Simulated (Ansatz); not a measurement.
System: sum formula SiNHF3 (charge 0, doublet). It need not be the lowest isomer of its formula. 
Coordinates optimised at B3LYP-D3(BJ)/def2-TZVP (Ansatz, a quantum-chemistry and plane-wave program):
```xyz
6

N      1.5498     0.3290    -0.7276
Si     0.0119     0.0097    -0.0115
F     -0.5048    -1.4378    -0.3748
F      0.0657     0.1545     1.5602
F     -1.0404     1.0457    -0.5537
H      2.2995    -0.2995    -0.4315
```
Charge 0, spin multiplicity 2.

Parts of the frozen-core correlation energy in cc-pV(T+d)Z (Ansatz, hartree). Frozen orbitals: 9; correlated occupied orbitals by spin: 16 and 15; virtual: 148 and 149. Open shells are spin-unrestricted. No spin-orbit coupling. No relativistic terms.

| term | value |
|---|---|
| reference (HF) | -642.64023 |
| MP2 opposite-spin | -0.75964 |
| MP2 same-spin | -0.26785 |
| CCSD correlation | -1.04043 |
| (T) | -0.03114 |
| T1 diagnostic | 0.012 |
| largest doubles amplitude | 0.015 |
| <S^2> of the reference | 0.758 |
